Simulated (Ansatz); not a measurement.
Cs₃F₃⁺, relaxed as a doublet with UKS PBE0-D4/def2-SVP in Ansatz, starting from the GFN1-xTB geometry. Force threshold 0.02 eV/Å.

In the def2 sets Cs takes a core potential; there is no spin–orbit coupling. The relaxation made no stability test and no search for a lower SCF solution. Another isomer (doublet) lies 0.86 eV lower at PBE0-D4/def2-TZVP; other spin states weren't run for this one.

Start:

Cartesian coordinates in Å:
```
Cs 0.606 2.299 0.625
Cs 1.266 -1.194 -1.826
Cs -1.907 -1.138 1.163
F 1.895 1.053 -1.045
F -1.114 1.074 1.856
F -0.747 -2.094 -0.774
```

Q: Estimate the energy that the relaxation releases and the steps that it takes.

A: 0.63 eV, in 6 steps; 22 s on 4 threads of Arm Neoverse V1 on a shared host. The force fell under the threshold at step 4, but the optimiser went on and released 0.002 eV more. No frequencies were taken in this run, so the end may be a saddle point.

Q: Does the start keep its bonding?

A: By distances, no bond broke or formed. The bond that changes most is Cs2–F6, from 2.44 to 2.66 Å (atoms count from 1).

Q: Predict the relaxed structure.

A: 
```xyz
6

Cs    0.797    2.599    0.813
Cs    1.397   -1.327   -2.117
Cs   -2.198   -1.291    1.297
F     1.851    1.083   -1.091
F    -1.177    1.114    1.783
F    -0.670   -2.178   -0.685
```
Bond lengths (bridged metal pairs left out): 6 × Cs–F 2.65 to 2.66 Å.
